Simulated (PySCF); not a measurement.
Working out the ionisation energy of Ar⁺

Ar⁺ [Ne] 3s2 3p5 (2P) → Ar²⁺ [Ne] 3s2 3p4 (3P). Computed with PySCF 2.14 in ANO-RCC-VTZP (5s4p2d1f, 34 functions), with scalar relativity by spin-free X2C-1e. Frozen: 1s2. Energies in hartree (1 hartree = 27.21139 eV):

```
             part  Ar⁺ (lower)  Ar²⁺ (upper)
              UHF  -528.090217   -527.121631
MP2 opposite-spin    -0.150724     -0.123033
    MP2 same-spin    -0.048683     -0.039978
```

Question: What does Hartree-Fock give?

Answer: (-527.121631) − (-528.090217) = 0.968586 hartree = 26.357 eV.

Question: What do MP2 and SCS-MP2 (6/5 opposite-spin, 1/3 same-spin) give?

Answer: The opposite-spin parts differ by 0.754 eV and the same-spin parts by 0.237 eV. MP2: 26.357 + (0.754) + (0.237) = 27.348 eV. SCS-MP2: 26.357 + 1.2 × (0.754) + (0.237)/3 = 27.341 eV.

A first-order spin-orbit estimate adds -0.006 eV to MP2 (valence and next inner shell), giving 27.342 eV against 27.630 eV (measured; NIST Atomic Spectra Database, ionization energies).

What remains against the reference includes basis incompleteness, the frozen core and correlation beyond second order.
